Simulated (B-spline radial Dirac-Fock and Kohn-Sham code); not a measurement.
# Relativistic shifts of the levels of Pb³⁷⁺

System: lead as Pb³⁷⁺, [Kr] 4d9.

Both columns are ΔSCF binding energies of the configuration average from a radial B-spline solver: non-relativistic Hartree-Fock with a point nucleus, and Dirac-Fock with a finite nucleus and the Coulomb interaction alone, averaged over the two j levels with weights 2j+1.

```csv
shell,Hartree-Fock (eV),Dirac-Fock (eV),shift (eV),shift (%)
1s,81069.4,90057.4,+8987.95,+11.09
2s,15074.7,17503.1,+2428.37,+16.11
2p,14549.1,15374.3,+825.24,+5.67
3s,4797.7,5423.9,+626.18,+13.05
3p,4551.4,4792.5,+241.05,+5.30
4s,2090.5,2288.9,+198.37,+9.49
4p,1977.2,2056.8,+79.63,+4.03
4d,1774.1,1775.8,+1.69,+0.09
```

Relativity binds 1s, 2s, 2p, 3s, 3p, 4s, 4p, 4d more strongly, among those listed most of all 2s in relative terms.

Values without a named source are computed, but for edge energies of neutral atoms, which are taken from tables.
